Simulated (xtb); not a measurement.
AuCl, SMILES [Cl][Au], multiplicity 1. All values are semi-empirical tight-binding results from xtb (GFN2-xTB unless named), good for trends rather than for accurate numbers. Geometry optimised at GFN2-xTB. The spin state was assumed, not searched.

Optimised geometry:

```xyz
2

Au     0.0000     0.0000    -0.3960
Cl     0.0000     0.0000     1.8401
```
Charge 0, spin multiplicity 1.

For metal compounds this method's bond lengths and energies can be far off.

Computed properties:
```
Property                      Result
---------------------------  -------
point group as xtb finds it      C∞v
orbital gap                  3.33 eV
```

Computed atomic charges and the Wiberg bond orders between heavy atoms:
charges (e) Au1 0.32, Cl2 -0.32. Bond orders Au1–Cl2 0.99.
